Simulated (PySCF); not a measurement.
# Reading the logs of faulty runs: BFH4Si2

All numbers below are calculated, not measured. They come from PySCF 2.14.0, an open-source quantum chemistry program, on an isolated molecule that a program drew, which may never have been made. The molecule is BFH4Si2 (charge 0, singlet), drawn as the SMILES string `B[SiH2][Si]F`.

Each row is a Hartree-Fock (HF) and frozen-core CCSD(T) single point in the cc-pV(D+d)Z basis, meant for a local HF minimum. Run 1 is clean. Each other run has one planted mistake out of seven kinds, and not every kind appears here: one electron removed, one electron added, multiplicity raised by two, geometry at a saddle point, minimal basis STO-3G, one bond length entered in bohr, all coordinates scaled. The reference is restricted for singlets and unrestricted otherwise, and also for a bond in bohr. Adding or removing an electron swaps singlet and doublet. Electrons count all cores. HOMO and LUMO are orbital energies over both spins, the gradient is its largest component, and the lowest frequency (negative if imaginary) is given only where the gradient is small. Bond lengths are over the 7 bonds as drawn. T1 is the CCSD diagnostic: over 0.02 (restricted) or 0.045 (unrestricted) a single reference is doubtful.

Geometry of the clean run:
```xyz
8
BFH4Si2, angstrom
B     1.4807    1.6884    0.9130
Si    0.1033    1.3107   -0.5246
Si   -1.1104   -0.7077    0.1856
F    -0.2918   -0.9373    1.5896
H     2.5687    1.1851    0.8727
H     1.2089    2.3616    1.8678
H     0.6913    1.0304   -1.8642
H    -0.9007    2.3973   -0.6985
```

```
run,electrons,basis functions,<S^2>,HOMO (eV),LUMO (eV),gradient (hartree/bohr),lowest frequency (cm^-1),mean bond (Å),longest bond (Å),T1,HF (hartree),CCSD(T) (hartree),mistake
1,46,94,0.000,-8.42,0.38,1.9e-05,38,1.6437,2.460,0.0191,-704.29352,-704.80747,no fault
2,46,94,0.000,-8.45,0.31,1.4e-02,-,1.6716,2.502,0.0191,-704.29168,-704.80672,all coordinates scaled
3,46,32,0.000,-5.14,5.81,3.0e-02,-,1.6437,2.460,0.0211,-695.88019,-696.05439,minimal basis STO-3G
4,47,94,0.773,-1.45,5.72,3.3e-02,-,1.6437,2.460,0.0269,-704.31181,-704.83463,?
5,46,94,1.003,-8.26,0.10,7.5e-03,-,1.8330,2.815,0.0622,-704.18964,-704.69341,?
```

**Which mistake was planted in run 4, and what did it cost?**

It counts 47 electrons, one more than the clean run, at the same geometry and basis. So the mistake is: one electron added. Subtracting run 1 and multiplying by 627.51 kcal/mol a hartree, the energy moved by -11.5 kcal/mol in HF and -17.0 kcal/mol in CCSD(T).

**Which mistake was planted in run 5, and what did it cost?**

The mean bond changes by a factor of 1.115 and the longest by 1.144, so the molecule wasn't scaled as a whole. A length L in bohr read as angstrom grows by (1/0.5292 - 1) L = 0.890 L. The 7 bonds together grew by 7 x 0.1893 = 1.325 Å, which gives L = 1.489 Å. That is the length of one of the H-Si bonds, 1.490 Å in the clean geometry. So the mistake is: one bond length entered in bohr. Subtracting run 1 and multiplying by 627.51 kcal/mol a hartree, the energy moved by 65.2 kcal/mol in HF and 71.6 kcal/mol in CCSD(T).

Cautions from the logs. Run 3: T1 is over the limit, so its CCSD(T) energy is less reliable; run 5: T1 is over the limit, so its CCSD(T) energy is less reliable.
